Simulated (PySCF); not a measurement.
## Two-component Hartree-Fock for Re³⁺ (rhenium, charge +3)

Start: [Xe] 4f14 5d4; 5d3/2 filled at m_j = -3/2, -1/2, +1/2, +3/2. Calculated with PySCF 2.14 in x2c-TZVPall-2c (11s11p10d2f, 108 functions): generalised Hartree-Fock with the X2C-1e Hamiltonian and a Gaussian nucleus; one run each with spin-orbit coupling (SO) switched off, then screened by Boettger's factors.

```json
{"spinor shell": "1s1/2", "electrons": "2", "ε, spin-free (eV)": "-72098.6", "ε, screened SO (eV)": "-72075.2", "weight of nominal j (screened SO)": "1.000", "rms radius, screened SO (bohr)": "0.0204"}
{"spinor shell": "2s1/2", "electrons": "2", "ε, spin-free (eV)": "-12669.3", "ε, screened SO (eV)": "-12661.9", "weight of nominal j (screened SO)": "1.000", "rms radius, screened SO (bohr)": "0.0824"}
{"spinor shell": "2p1/2", "electrons": "2", "ε, spin-free (eV)": "-11065.2", "ε, screened SO (eV)": "-12095.3", "weight of nominal j (screened SO)": "1.000", "rms radius, screened SO (bohr)": "0.0700"}
{"spinor shell": "2p3/2", "electrons": "4", "ε, spin-free (eV)": "-11065.2", "ε, screened SO (eV)": "-10649.8", "weight of nominal j (screened SO)": "1.000", "rms radius, screened SO (bohr)": "0.0775"}
{"spinor shell": "3s1/2", "electrons": "2", "ε, spin-free (eV)": "-3019.8", "ε, screened SO (eV)": "-3017.1", "weight of nominal j (screened SO)": "1.000", "rms radius, screened SO (bohr)": "0.210"}
{"spinor shell": "3p1/2", "electrons": "2", "ε, spin-free (eV)": "-2538.7", "ε, screened SO (eV)": "-2764.7", "weight of nominal j (screened SO)": "1.000", "rms radius, screened SO (bohr)": "0.202"}
{"spinor shell": "3p3/2", "electrons": "4", "ε, spin-free (eV)": "-2538.7", "ε, screened SO (eV)": "-2445.6", "weight of nominal j (screened SO)": "1.000", "rms radius, screened SO (bohr)": "0.217"}
{"spinor shell": "3d3/2", "electrons": "4", "ε, spin-free (eV)": "-1986.8", "ε, screened SO (eV)": "-2026.7", "weight of nominal j (screened SO)": "1.000", "rms radius, screened SO (bohr)": "0.192"}
{"spinor shell": "3d5/2", "electrons": "6", "ε, spin-free (eV)": "-1986.8", "ε, screened SO (eV)": "-1957.8", "weight of nominal j (screened SO)": "1.000", "rms radius, screened SO (bohr)": "0.196"}
{"spinor shell": "4s1/2", "electrons": "2", "ε, spin-free (eV)": "-687.15", "ε, screened SO (eV)": "-686.17", "weight of nominal j (screened SO)": "1.000", "rms radius, screened SO (bohr)": "0.469"}
{"spinor shell": "4p1/2", "electrons": "2", "ε, spin-free (eV)": "-526.60", "ε, screened SO (eV)": "-579.75", "weight of nominal j (screened SO)": "1.000", "rms radius, screened SO (bohr)": "0.476"}
{"spinor shell": "4d3/2", "electrons": "4", "ε, spin-free (eV)": "-320.94", "ε, screened SO (eV)": "-329.18", "weight of nominal j (screened SO)": "0.999", "rms radius, screened SO (bohr)": "0.531"}
{"spinor shell": "4d5/2", "electrons": "6", "ε, spin-free (eV)": "-320.94", "ε, screened SO (eV)": "-314.48", "weight of nominal j (screened SO)": "0.999", "rms radius, screened SO (bohr)": "0.543"}
{"spinor shell": "5s1/2", "electrons": "2", "ε, spin-free (eV)": "-130.38", "ε, screened SO (eV)": "-130.08", "weight of nominal j (screened SO)": "1.000", "rms radius, screened SO (bohr)": "1.11"}
{"spinor shell": "5p1/2", "electrons": "2", "ε, spin-free (eV)": "-86.733", "ε, screened SO (eV)": "-97.103", "weight of nominal j (screened SO)": "0.937", "rms radius, screened SO (bohr)": "1.23"}
{"spinor shell": "4f5/2", "electrons": "6", "ε, spin-free (eV)": "-90.331", "ε, screened SO (eV)": "-91.369", "weight of nominal j (screened SO)": "0.985", "rms radius, screened SO (bohr)": "0.637"}
{"spinor shell": "4f7/2", "electrons": "8", "ε, spin-free (eV)": "-90.331", "ε, screened SO (eV)": "-88.612", "weight of nominal j (screened SO)": "0.989", "rms radius, screened SO (bohr)": "0.636"}
{"spinor shell": "5p3/2", "electrons": "4", "ε, spin-free (eV)": "-86.733", "ε, screened SO (eV)": "-82.010", "weight of nominal j (screened SO)": "0.968", "rms radius, screened SO (bohr)": "1.30"}
{"spinor shell": "5d3/2", "electrons": "4", "ε, spin-free (eV)": "-40.275", "ε, screened SO (eV)": "-40.275", "weight of nominal j (screened SO)": "0.678", "rms radius, screened SO (bohr)": "1.78"}
```

**Question.** Where does 4p3/2 lie, and what is the 4p spin-orbit splitting (screened SO)?

**Answer.** At -504.30 eV, 75.448 eV above 4p1/2.

```json
{"quantity": "E (hartree)", "spin-free": "-16678.12936", "screened SO": "-16698.92882"}
{"quantity": "M_J", "spin-free": "0", "screened SO": "0"}
{"quantity": "⟨J²⟩", "spin-free": "4.006", "screened SO": "2.641"}
{"quantity": "⟨L²⟩", "spin-free": "6.003", "screened SO": "5.577"}
{"quantity": "⟨S²⟩", "spin-free": "6.003", "screened SO": "5.568"}
```

The determinant has a definite M_J but mixes levels of different J.

Each row is a mean over spinors that exchange with the open shell spreads, by up to 4.734 eV (5p3/2).

Rows whose weight is well below 1 are mixtures of j = l ± 1/2: exchange outweighs spin-orbit coupling there, and the label is only the starting occupation.

Breit and QED terms are absent; they matter most for the inner s and p1/2 levels.

Densities and radii are taken from the X2C orbitals without a picture-change correction, which distorts them close to the nucleus.

Without spin-orbit coupling the j labels of p, d and f shells carry no meaning; the spin-free column gives the mean over the occupied spinors of each nl shell, and its ⟨J²⟩ belongs to a mixture of degenerate components.
